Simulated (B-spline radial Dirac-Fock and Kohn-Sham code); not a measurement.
System: the free mercury atom, [Xe] 4f14 5d10 6s2. The computed values come from a B-spline atomic structure program: independent-particle photoionisation in a Dirac-Hartree-Slater potential with a Latter tail, all multipoles, thresholds from Dirac-Fock ΔSCF.

Task: Which of the sources Mg Kα (1253.6 eV), Al Kα (taken as 1486.9 eV), Ag Lα (2984.4 eV), Cr Kα (5414.7 eV), Cu Kα (8047.8 eV), Ga Kα (9251.7 eV), Mo Kα (17479.3 eV), Ag Kα (22162.9 eV) can ionise the 3p1/2 level, and how does the cross section change among them?

Result: The computed threshold is 3291.4 eV, above Mg Kα, Al Kα, Ag Lα; the others can ionise it. Cross sections: Cr Kα 17.6 kb, Cu Kα 8.57 kb, Ga Kα 6.47 kb, Mo Kα 1.57 kb, Ag Kα 0.874 kb. From the first to the last it falls by a factor of 20.
